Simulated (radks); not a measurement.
Polarisability of the tin ion Sn6+, [Kr] 4d8, at imaginary frequency. All-electron calculation, scalar-relativistic Kohn-Sham, LDA (Slater exchange, VWN5 correlation), spin-polarised, spherical densities, finite nucleus; open shells are filled with parallel spins first (spin-orbit coupling, left out, can overturn this in heavy ions); Fermi nuclear charge, rms radius 4.6519 fm. Program: a radial shooting solver on a logarithmic mesh with Libxc functionals. Response by self-consistent Sternheimer equations with the Hartree and adiabatic LDA kernel, the relativistic mass of each level held fixed and spin-orbit coupling left out.

w (hartree),alpha1(iw) (bohr^3)
0.00266,1.506
0.0143,1.506
0.0360,1.506
0.0697,1.505
0.118,1.503
0.186,1.498
0.280,1.487
0.413,1.466
0.605,1.423
0.892,1.340
1.35,1.184
2.12,0.9221
3.59,0.5660
6.94,0.2362
17.5,0.05800

Static values: alpha1 = 1.506 bohr^3 (0.2232 angstrom^3; uncoupled 2.226). C6 = 4.694, triple-dipole C9 = 5.123 atomic units. One-pole (London) frequency 4 C6 / (3 alpha1^2) = 2.758 hartree, against 3.887 for minus the highest occupied eigenvalue.
